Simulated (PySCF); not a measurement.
## Copper: a sound run and one with changed settings

Sound run: Cu [Ar] 3d10 4s1, Cu⁺ [Ar] 3d10. Computed with PySCF 2.14 in def2-TZVP, with the non-relativistic Hamiltonian (point nucleus). In the sound run the correlated levels freeze [Ar]. The sound run starts from symmetry-adapted Hartree-Fock orbitals and uses a fine grid where one is needed.

Changed run: scalar relativity by spin-free X2C-1e. This setting is unsound on purpose.

```csv
species,method,sound run (hartree),changed run (hartree),converged
Cu,UHF,-1638.92308,-1650.39464,yes
Cu,M06-L,-1640.42598,-1651.90273,yes
Cu,PBE0,-1640.24417,-1651.71447,yes
Cu,MP2,-1639.32492,-1650.80261,yes
Cu,CCSD(T),-1639.28414,-1650.76054,yes
Cu⁺,UHF,-1638.68636,-1650.15258,yes
Cu⁺,M06-L,-1640.14033,-1651.60837,yes
Cu⁺,PBE0,-1639.95860,-1651.42127,yes
Cu⁺,MP2,-1639.06177,-1650.53205,yes
Cu⁺,CCSD(T),-1639.02111,-1650.49035,yes
```

Ionisation energy of Cu:

```
 method  sound run (eV)  changed run (eV)
    UHF           6.442             6.587
  M06-L           7.773             8.010
   PBE0           7.771             7.978
    MP2           7.161             7.362
SCS-MP2           7.044             7.237
   CCSD           7.055             7.241
CCSD(T)           7.157             7.352
```

Most of the change in total energy is the relativistic energy itself. On top of that the contraction fixes the core shape for the Hamiltonian it was made with, so the changed run is not a good calculation with the other Hamiltonian either.

For comparison, NIST gives 7.726 eV between the lowest levels.
